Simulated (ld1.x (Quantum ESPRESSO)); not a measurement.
# Ce (Z = 58): PAW pseudisation with PBE, scalar-relativistic reference atom.

ld1.x (Quantum ESPRESSO) 7.5 input, shortened:

```
&input
   title='Ce', zed=58., rel=1, dft='PBE', iswitch=3,
   config='[Xe] 4f1 5d1 6s1 6p1'
 /
 &inputp
   pseudotype=3, lpaw=.true., tm=.true., lloc=-2, rcloc=1.70,
   nlcc=.true., new_core_ps=.true., rcore=1.45,
   which_augfun='GAUSS', rmatch_augfun=1.25
 /
8
5S  1  0   2.00   0.00  2.30  2.50  0.0
6S  2  0   1.00   0.00  2.30  2.50  0.0
5P  2  1   6.00   0.00  2.60  2.95  0.0
6P  3  1   1.00   0.00  2.60  2.95  0.0
5D  3  2   1.00   0.00  1.80  2.50  0.0
5D  3  2   0.00   1.00  1.80  2.50  0.0
4F  4  3   1.00   0.00  1.10  1.40  0.0
4F  4  3   0.00   1.55  1.10  1.40  0.0
 &test
   configts(1)='4f1 5s2 5p6 5d1 6s1 6p1'
 /
```

All-electron outer shells of the reference configuration (PBE, scalar-relativistic, ld1.x):

```tsv
shell	level (eV)	outermost node (bohr)	outermost maximum (bohr)
4p	-212.20	0.33	0.62
4d	-111.62	0.31	0.66
5s	-41.73	0.75	1.37
5p	-24.34	0.81	1.55
4f	-6.51	–	0.71
6s	-4.37	1.81	3.68
5d	-3.96	0.92	2.15
6p	-1.87	2.14	4.84
```

**Question.** Does the generator finish with these settings?

**Answer.** Yes, a potential is produced and its reference levels are reproduced.

**Question.** Is the overlap operator S = 1 + Σ q|β⟩⟨β| positive definite (Bessel basis up to 400 Ry)?

**Answer.** No: its lowest eigenvalue is -0.062, in the p channel, so the generalised eigenproblem breaks down once the basis is large enough.

Test run stopped at test 1 of 7 (negative rho).

The ghost test of this file was not conclusive. Its overlap operator is not positive definite in a basis up to 400 Ry (lowest eigenvalue p -0.06), so the file is unfit for use: the generalised eigenproblem breaks down once the basis is large enough, and its test numbers describe a broken file.
